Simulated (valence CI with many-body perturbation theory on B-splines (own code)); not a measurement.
Energy levels of Pm46+

Calculated by configuration interaction combined with many-body perturbation theory (CI+MBPT): five valence electrons over a frozen Dirac-Fock core [Ne], radial functions for each j: 11 s, 11 p, 10 d, 8 f, 5 g, 2 h, with the one-electron correlation potential Σ1 (screened to all orders), the two-electron term Σ2, the three-electron term Σ3, Breit, model QED; selected single and double excitations, second order for the rest, scaled by the run's own slope (own B-spline code, finite nucleus).

No measured spectrum was set against this ion. As an estimate, large intervals hold to a few tenths of a per cent, small ones and those within an open d or f shell to about a per cent. Among the levels kept, up to 3200 cm⁻¹ of a level comes from second order outside the variational space, and about a tenth of that is noise between levels of different J, which matters for small intervals.

Levels 91 to 135 of 168, with energies above the lowest level, (3s^2 3p1/2^2 3p3/2) J=3/2. "Leading %" is the weight of the configuration and term that name the level; weights of strongly mixed levels are sums over their largest components and can fall short, so below about 35 % the name and the second component can differ from the true leading terms, or belong to a minority configuration. In the jj column 3d3/2^4 stands for four electrons in 3d with j = 3/2.

| No. | Configuration | Term | J | E (Ry) | Leading % | Leading jj | g |
| --- | --- | --- | --- | --- | --- | --- | --- |
| 91 | 3s 3p3 3d | 4F° | 9/2 | 45.292 | 44 | 3s 3p1/2 3p3/2^2 3d5/2 (77 %) | 1.222 |
| 92 | 3s 3p3 3d | 4P° | 1/2 | 45.328 | 38 | 3s 3p1/2 3p3/2^2 3d5/2 (78 %) | 1.975 |
| 93 | 3s 3p2 3d2 | 4F | 3/2 | 45.466 | 39 | 3s 3p1/2^2 3d3/2^2 (91 %) | 0.382 |
| 94 | 3s 3p3 3d | 4D° | 5/2 | 45.788 | 37 | 3s 3p1/2 3p3/2^2 3d5/2 (66 %) | 1.203 |
| 95 | 3s 3p3 3d | 4D° | 3/2 | 45.811 | 19 | 3s 3p1/2 3p3/2^2 3d3/2 (62 %) | 1.399 |
| 96 | 3s 3p3 3d | 2P° | 1/2 | 45.876 | 30 | 3s 3p1/2 3p3/2^2 3d3/2 (57 %) | 0.786 |
| 97 | 3s 3p2 3d2 | 4F | 5/2 | 46.016 | 25 | 3s 3p1/2^2 3d3/2^2 (86 %) | 1.067 |
| 98 | 3s 3p3 3d | 4D° | 5/2 | 46.139 | 25 | 3s 3p1/2 3p3/2^2 3d5/2 (52 %) | 1.220 |
| 99 | 3s 3p3 3d | 2D° | 3/2 | 46.266 | 33 | 3s 3p1/2 3p3/2^2 3d5/2 (80 %) | 1.204 |
| 100 | 3s 3p3 3d | 2F° | 7/2 | 46.339 | 50 | 3s 3p1/2 3p3/2^2 3d5/2 (83 %) | 1.133 |
| 101 | 3s 3p3 3d | 4D° | 1/2 | 46.395 | 38 | 3s 3p1/2 3p3/2^2 3d3/2 (71 %) | 0.531 |
| 102 | 3s 3p3 3d | 4D° | 3/2 | 46.531 | 20 | 3s 3p1/2 3p3/2^2 3d3/2 (56 %) | 1.078 |
| 103 | 3s 3p3 3d | 2D° | 5/2 | 46.656 | 29 | 3s 3p1/2 3p3/2^2 3d5/2 (54 %) | 1.243 |
| 104 | 3s 3p3 3d | 2P° | 1/2 | 46.792 | 36 | 3s 3p1/2 3p3/2^2 3d3/2 (36 %) | 0.987 |
| 105 | 3s 3p3 3d | 4D° | 7/2 | 46.973 | 23 | 3s 3p1/2 3p3/2^2 3d5/2 (77 %) | 1.202 |
| 106 | 3s 3p2 3d2 | 4P | 1/2 | 47.086 | 45 | 3s 3p1/2^2 3d3/2^2 (86 %) | 2.583 |
| 107 | 3s 3p3 3d | 2G° | 9/2 | 47.100 | 63 | 3s 3p1/2 3p3/2^2 3d5/2 (76 %) | 1.122 |
| 108 | 3s 3p3 3d | 2P° | 3/2 | 47.167 | 23 | 3s 3p1/2 3p3/2^2 3d5/2 (70 %) | 1.222 |
| 109 | 3s 3p3 3d | 4D° | 5/2 | 47.238 | 26 | 3s 3p1/2 3p3/2^2 3d5/2 (80 %) | 1.123 |
| 110 | 3s 3p3 3d | 4D° | 7/2 | 47.653 | 39 | 3s 3p1/2 3p3/2^2 3d5/2 (93 %) | 1.246 |
| 111 | 3s 3p3 3d | 2F° | 5/2 | 47.659 | 46 | 3s 3p1/2 3p3/2^2 3d5/2 (84 %) | 1.051 |
| 112 | 3s 3p3 3d | 2F° | 7/2 | 47.909 | 39 | 3s 3p1/2 3p3/2^2 3d5/2 (76 %) | 1.160 |
| 113 | 3s 3p3 3d | 2P° | 3/2 | 47.945 | 42 | 3s 3p1/2 3p3/2^2 3d5/2 (76 %) | 1.061 |
| 114 | 3s 3p3 3d | 2D° | 5/2 | 48.171 | 45 | 3s 3p1/2 3p3/2^2 3d5/2 (81 %) | 1.207 |
| 115 | 3s 3p2 3d2 | 4F | 7/2 | 48.371 | 26 | 3s 3p1/2^2 3d3/2 3d5/2 (89 %) | 1.243 |
| 116 | 3s 3p3 3d | 2S° | 1/2 | 48.467 | 34 | 3s 3p1/2 3p3/2^2 3d5/2 (72 %) | 1.190 |
| 117 | 3s 3p3 3d | 2D° | 3/2 | 48.636 | 30 | 3s 3p1/2 3p3/2^2 3d5/2 (74 %) | 1.122 |
| 118 | 3s 3p2 3d2 | 6G | 5/2 | 48.769 | 17 | 3s 3p1/2^2 3d3/2 3d5/2 (86 %) | 1.219 |
| 119 | 3s 3p2 3d2 | 6D | 3/2 | 49.079 | 36 | 3s 3p1/2^2 3d3/2 3d5/2 (92 %) | 1.651 |
| 120 | 3s 3p3 3d | 2D° | 5/2 | 49.142 | 30 | 3s 3p1/2 3p3/2^2 3d5/2 (76 %) | 1.073 |
| 121 | 3s2 3p 3d2 | 2G° | 7/2 | 49.222 | 26 | 3s^2 3p3/2 3d3/2^2 (76 %) | 1.080 |
| 122 | 3s2 3p 3d2 | 4F° | 5/2 | 49.321 | 29 | 3s^2 3p3/2 3d3/2^2 (67 %) | 1.031 |
| 123 | 3s 3p3 3d | 2D° | 3/2 | 49.342 | 28 | 3s 3p1/2 3p3/2^2 3d5/2 (68 %) | 1.144 |
| 124 | 3s2 3p 3d2 | 4D° | 1/2 | 49.365 | 51 | 3s^2 3p3/2 3d3/2^2 (70 %) | 0.321 |
| 125 | 3s2 3p 3d2 | 4D° | 3/2 | 49.486 | 24 | 3s^2 3p3/2 3d3/2^2 (57 %) | 0.947 |
| 126 | 3s 3p2 3d2 | 4F | 9/2 | 49.509 | 30 | 3s 3p1/2^2 3d3/2 3d5/2 (83 %) | 1.249 |
| 127 | 3s 3p2 3d2 | 2F | 5/2 | 49.660 | 23 | 3s 3p1/2^2 3d3/2 3d5/2 (89 %) | 1.130 |
| 128 | 3s 3p2 3d2 | 4F | 3/2 | 49.849 | 18 | 3s 3p1/2^2 3d3/2 3d5/2 (80 %) | 1.058 |
| 129 | 3s 3p2 3d2 | 4H | 7/2 | 50.030 | 28 | 3s 3p1/2^2 3d3/2 3d5/2 (91 %) | 0.934 |
| 130 | 3s2 3p 3d2 | 4G° | 9/2 | 50.167 | 42 | 3s^2 3p3/2 3d3/2 3d5/2 (79 %) | 1.191 |
| 131 | 3s 3p2 3d2 | 2P | 1/2 | 50.274 | 34 | 3s 3p1/2^2 3d3/2 3d5/2 (80 %) | 1.130 |
| 132 | 3s2 3p 3d2 | 4G° | 11/2 | 50.314 | 65 | 3s^2 3p3/2 3d3/2 3d5/2 (74 %) | 1.207 |
| 133 | 3s2 3p 3d2 | 2F° | 7/2 | 50.459 | 25 | 3s^2 3p3/2 3d3/2 3d5/2 (75 %) | 1.173 |
| 134 | 3s2 3p 3d2 | 2D° | 3/2 | 50.525 | 18 | 3s^2 3p3/2 3d3/2^2 (53 %) | 1.301 |
| 135 | 3s2 3p 3d2 | 4D° | 3/2 | 50.731 | 21 | 3s^2 3p3/2 3d3/2 3d5/2 (61 %) | 1.351 |
